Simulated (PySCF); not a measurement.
A GIAO shielding run with PySCF (density fitting, non-relativistic, gas phase) on `FC[Si]([SiH3])([SiH3])CCCl`, C3H12ClFSi3:

```
$ OMP_NUM_THREADS=1 python probes_run.py task.json out

{"job": {"kind": "nmr", "xc": "PBE0", "basis": "pcSseg-1"}, "charge": 0, "multiplicity": 1}
F     -1.618665     0.235517     2.491176
C     -0.327931     0.086166     2.008311
Si    -0.395165     0.189798     0.071571
Si    -1.175456    -1.860893    -0.744085
Si    -1.594514     2.146919    -0.393794
C      1.429975     0.505448    -0.496624
C      2.273943    -0.741642    -0.648423
Cl     2.356957    -1.644866     0.888827
H      0.032876    -0.868171     2.397125
H      0.260278     0.887105     2.464727
H     -0.587091    -3.044770    -0.112446
H     -0.889418    -1.967531    -2.181874
H     -2.627293    -1.961711    -0.590816
H     -3.020017     1.854968    -0.543448
H     -1.467610     3.191751     0.625040
H     -1.149125     2.748884    -1.657286
H      1.415539     1.001038    -1.468983
H      1.926626     1.188526     0.194396
H      1.846110    -1.424688    -1.382909
H      3.304832    -0.511169    -0.923522
```

Hardware: 1 thread of an Arm Neoverse N1, shared host. The job also computes population analyses, field gradients.

Task: How large is the calculation?

Result: 98 electrons, 224 basis functions and 1258 auxiliary functions.

Task: How long does it take, and how much memory does it need?

Result: 76 s of wall time, with 12 SCF cycles and 4 response iterations; peak memory 1 GiB. Times on a shared host scatter by some tens of per cent.
